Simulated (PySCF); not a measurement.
A side-by-side comparison of computed properties.

First species: Methyldifluoroisocyanate silane, C2H3F2NOSi.
SMILES with atom numbers: `[CH3:1][Si:2]([F:3])([F:4])[N:5]=[C:6]=[O:7]` (hydrogens: H8, H9, H10 on C1)

Geometry (GFN2-xTB, Å), atoms numbered from 1 in this order:
```xyz
10
C2H3F2NOSi angstrom
C     -1.3440   -0.7276   -0.1590
Si    -0.2425    0.7800    0.0399
F     -0.4185    1.8346   -1.1423
F     -0.5916    1.6421    1.3347
N      1.4306    0.4585    0.1274
C      2.4457   -0.1591    0.1700
O      3.4628   -0.6969    0.2139
H     -1.2098   -1.1873   -1.1344
H     -1.1310   -1.4828    0.5925
H     -2.3927   -0.4569   -0.0651
```

Second species: C2H13PSSi4.
Numbering: `[CH2:1]=[CH:2][SiH2:3][P:4]([SiH3:5])[SiH2:6][S:7][SiH3:8]` (hydrogens: H9, H10 on C1; H11 on C2; H12, H13 on Si3; H14, H15, H16 on Si5; H17, H18 on Si6; H19, H20, H21 on Si8)

Levels: PBE0/pcSseg-1 for dipole moment, HOMO energy, LUMO energy and HOMO–LUMO gap; GFN2-xTB for rotational constant A and rotational constant C. Geometries: GFN2-xTB. All species are isolated and taken at one optimised geometry, non-relativistic unless stated; the electronic structure was computed with PySCF and density fitting.

Dipoles, sizes and rotational constants follow the conformer. The torsions of the flexible species, by atom-mapped SMILES:
- `[CH3:1][Si:2]([F:3])([F:4])[N:5]=[C:6]=[O:7]`: C1–Si2–N5–C6 -3°
- `[CH2:1]=[CH:2][SiH2:3][P:4]([SiH3:5])[SiH2:6][S:7][SiH3:8]`: C1–C2–Si3–P4 107°, C2–Si3–P4–Si5 178°, Si3–P4–Si6–S7 66°, P4–Si6–S7–Si8 47°

Q: Which of the two has the higher HOMO–LUMO gap, and by how much?

A: The first: 9.80 eV against 6.29 eV, a difference of 3.51 eV.

Q: Which of the two has the higher LUMO energy, and by how much?

A: The first: 0.47 eV against -0.81 eV, a difference of 1.28 eV.

Q: Which has the higher rotational constant A?

A: The first: 3.608 GHz against 0.900 GHz, a difference of 2.708 GHz.

Q: Which of the two has the higher HOMO energy, and by how much?

A: The second: -7.10 eV against -9.33 eV, a difference of 2.23 eV.

Q: Which has the higher dipole moment?

A: The first: 2.94 D against 1.02 D, a difference of 1.92 D.

Q: Which has the higher rotational constant C?

A: The first: 1.198 GHz against 0.409 GHz, a difference of 0.789 GHz.

On the first: In atomic units the dipole is 1.16 e·bohr (1 au = 2.5417 D).

On the second: A dipole of 1.02 D is allowed in C1, and pure rotational transitions are dipole-allowed. The dipole matches unit charges of opposite sign 0.21 Å apart (1 e·Å = 4.8032 D).
